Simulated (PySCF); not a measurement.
Geometry:
| atom | x (Å) | y (Å) | z (Å) |
| --- | --- | --- | --- |
| C1 | 2.291 | -0.591 | 1.280 |
| C2 | 1.584 | 0.246 | 0.751 |
| C3 | 0.771 | 1.240 | 0.132 |
| C4 | -0.475 | 1.028 | -0.339 |
| B5 | -1.260 | -0.335 | -0.298 |
| O6 | -2.519 | -0.335 | -0.810 |
| O7 | -0.755 | -1.489 | 0.212 |
| H8 | 2.925 | -1.321 | 1.750 |
| H9 | 1.235 | 2.232 | 0.057 |
| H10 | -0.980 | 1.890 | -0.788 |
| H11 | -2.921 | -1.208 | -0.746 |
| H12 | 0.144 | -1.388 | 0.555 |

Geometry: PBE0-D3(BJ)/def2-SVP; GIAO shifts from PySCF 2.14.0 with density-fitted response routines, gas phase, non-relativistic, averaged over equivalent atoms.

At PBE0/6-31G* (108 basis functions, 8.7 s wall time on 1 thread of an Arm Neoverse V1, shared host):
```json
{"atoms": "C4", "δ (ppm)": "140.4"}
{"atoms": "C3", "δ (ppm)": "119.5"}
{"atoms": "C1", "δ (ppm)": "83.6"}
{"atoms": "C2", "δ (ppm)": "76.5"}
{"atoms": "B5", "δ (ppm)": "21.7"}
{"atoms": "O6/O7", "δ (ppm)": "97.7"}
{"atoms": "H10", "δ (ppm)": "6.42"}
{"atoms": "H9", "δ (ppm)": "6.17"}
{"atoms": "H11/H12", "δ (ppm)": "4.64"}
{"atoms": "H8", "δ (ppm)": "3.24"}
```

Shifts are taken against calculated references (same method and geometry level): ¹³C (σref 194.14), ¹H (σref 31.96) vs TMS; BF3·OEt2 for ¹¹B (σref 112.25); H2O for ¹⁷O (σref 324.18).

Estimate the result of repeating the calculation with PBE0/cc-pVDZ.

## Answers


```json
{"atoms": "C4", "δ at PBE0/cc-pVDZ": "145.4", "change": "+5.0"}
{"atoms": "C3", "δ at PBE0/cc-pVDZ": "124.3", "change": "+4.8"}
{"atoms": "C1", "δ at PBE0/cc-pVDZ": "87.9", "change": "+4.3"}
{"atoms": "C2", "δ at PBE0/cc-pVDZ": "81.6", "change": "+5.1"}
{"atoms": "B5", "δ at PBE0/cc-pVDZ": "24.1", "change": "+2.4"}
{"atoms": "O6/O7", "δ at PBE0/cc-pVDZ": "113.8", "change": "+16.1"}
{"atoms": "H10", "δ at PBE0/cc-pVDZ": "6.36", "change": "-0.06"}
{"atoms": "H9", "δ at PBE0/cc-pVDZ": "6.20", "change": "+0.03"}
{"atoms": "H11/H12", "δ at PBE0/cc-pVDZ": "4.68", "change": "+0.04"}
{"atoms": "H8", "δ at PBE0/cc-pVDZ": "3.37", "change": "+0.13"}
```

Referencing at the same level of theory: TMS for ¹³C (σref 196.75), ¹H (σref 31.29); ¹¹B (σref 113.82) against BF3·OEt2; H2O for ¹⁷O (σref 343.34).

The largest change is at O6/O7 (oxygen bonded to B, H). Cost: 123 basis functions, 10 s wall time on 1 thread of an Arm Neoverse V1, shared host. The order of the carbon signals is the same at both levels.

A carbon bonded to boron is broadened by the quadrupolar boron nucleus and is often missing from a measured spectrum. Experimental scales use liquid or dissolved standards, which lie at an offset from isolated H2O (liquid H2O: subtract about 36 ppm).
